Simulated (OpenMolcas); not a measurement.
Levels of O²⁺ by method

```json
{
  "Program": "OpenMolcas",
  "Basis": "ANO-RCC-VTZP [4s3p2d1f]",
  "Scalar Hamiltonian": "DKH2, point nucleus",
  "Active space": "4 electrons in 8 orbitals (2s 2p 3s 3p)",
  "State averaging": "2S+1 = 3 even, 3 roots; 2S+1 = 1 even, 11 roots; 2S+1 = 5 odd, 1 root; 2S+1 = 3 odd, 9 roots; 2S+1 = 1 odd, 8 roots",
  "Spin-orbit coupling": "state interaction with AMFI integrals over the reference wave functions, term energies averaged over their components"
}
```

Methods on the same reference wave functions:
A. CASSCF
B. SS-CASPT2, IPEA 0.25 Eh, imaginary shift 0.1 Eh (closed shells correlated: 1s)
C. MS-CASPT2, IPEA 0.25 Eh, imaginary shift 0.1 Eh (closed shells correlated: 1s)
D. XMS-CASPT2, IPEA 0.25 Eh, imaginary shift 0.1 Eh (closed shells correlated: 1s)

Energies in cm⁻¹ above 2s² 2p² ³P₀, the measured ground level; measured values from Moore, Selected Tables of Atomic Spectra, NSRDS-NBS 3, section 11.

| Level | A | B | C | D | Measured |
| --- | --- | --- | --- | --- | --- |
| 2s² 2p² ³P₀ | 0.0 | 0.0 | 0.0 | 0.0 | 0.0 |
| 2s² 2p² ³P₁ | 109 | 109 | 109 | 109 | 113 |
| 2s² 2p² ³P₂ | 323 | 323 | 323 | 323 |  |
| 2s² 2p² ¹D₂ | 22867 | 20900 | 20900 | 20080 | 20273 |
| 2s² 2p² ¹S₀ | 39697 | 43380 | 43380 | 43780 | 43186 |
| 2s 2p³ ⁵S°₂ | 51146 | 58370 | 58370 | 58730 | 60325 |
| 2s 2p³ ³D°₁ | 123295 | 119160 | 119160 | 119350 |  |
| 2s 2p³ ³D°₂ | 123302 | 119160 | 119160 | 119360 |  |
| 2s 2p³ ³D°₃ | 123313 | 119170 | 119170 | 119370 |  |
| 2s 2p³ ³P°₀ | 143492 | 142590 | 142590 | 142890 |  |
| 2s 2p³ ³P°₁ | 143499 | 142600 | 142600 | 142890 |  |
| 2s 2p³ ³P°₂ | 143514 | 142620 | 142620 | 142910 |  |
| 2s 2p³ ¹D°₂ | 201608 | 189440 | 189440 | 189670 | 187054 |
| 2s 2p³ ³S°₁ | 207617 | 198350 | 198350 | 198710 | 197088 |
| 2s 2p³ ¹P°₁ | 221436 | 212160 | 212160 | 212470 | 210462 |

Deviations, from unrounded energies. A percentage is the sum of absolute deviations over the sum of measured energies, with the sign that they share, or ± where signs differ.

```json
{"Against measurement": "mean absolute deviation (cm-1)", "Levels": "7", "A": "7300", "B": "1200", "C": "1200", "D": "1200"}
{"Against measurement": "fine structure of the ground term (%)", "Levels": "1", "A": "-3.3", "B": "-3.4", "C": "-3.4", "D": "-3.5"}
{"Against measurement": "other terms of the ground configuration (%)", "Levels": "2", "A": "±9.6", "B": "+1.3", "C": "+1.3", "D": "±1.2"}
{"Against measurement": "other configurations (%)", "Levels": "4", "A": "±6.9", "B": "±1.1", "C": "±1.1", "D": "±1.2"}
```

B, C lie about equally close to measurement and A furthest from it. The largest miss of C in the table is 2s 2p³ ¹D°₂, by +2400 cm-1. The ranking rests on the paired levels alone, and a cruder setting can come out closer through cancelling errors.

Among B to D the level of the table that moves most is 2s² 2p² ¹D₂, by 820 cm-1 (lowest in D, highest in B). Moves below CASPT2's spread within the term are not significant.

The mean deviations of B to D differ by less than CASPT2's widest spread within a term (170 cm-1), so their order carries little weight.

From A to B the spin-free energies of the other terms of 2s² 2p² shown, above ³P, scale by factors of 0.91 to 1.09.

The lowest spin-free term lies below A's lowest term by 0.055 hartree in B, 0.055 hartree in C, 0.057 hartree in D.

CASPT2 does not keep the components of a term degenerate, so their means are used; among the terms shown or strongly mixed into the levels shown the widest spread is 170 cm-1 (2s 2p³ ³D°, D). Over all roots computed the reference weight is 0.94 to 1.00 in D; the roots of lowest weight are the least certain, and an intruder state may touch them. Active for correlation alone: 3p 3s; no level in the range computed is led by a configuration that fills them, so any true level of that kind is missing. Measured partners are found by configuration, term and J. A level has none where our copy of the source lacks it or the pairing is in doubt (some pairs that miss far off the trend of their configuration count as doubtful), and it then counts in no deviation. Levels of configurations outside the active space are missing. The table leaves out levels that lie high or whose names do not pair safely across all columns.

° marks odd parity.
